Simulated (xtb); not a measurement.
Al(F)(Cl)(OH) (AlClFHO), SMILES [Cl][Al]([F])[OH]. All values are semi-empirical tight-binding results from xtb (GFN2-xTB unless named), good for trends rather than for accurate numbers. The structure is a stationary point at GFN2-xTB. The values are those of a single conformer.

For metal compounds this method's bond lengths and energies can be far off.

```
Quantity                                      Result
-------------------------------------  -------------
point group as xtb finds it                       Cs
orbital gap                                  4.77 eV
zero-point energy                      10.3 kcal/mol
G − E(el) at 298.15 K (modified RRHO)  -8.2 kcal/mol
```
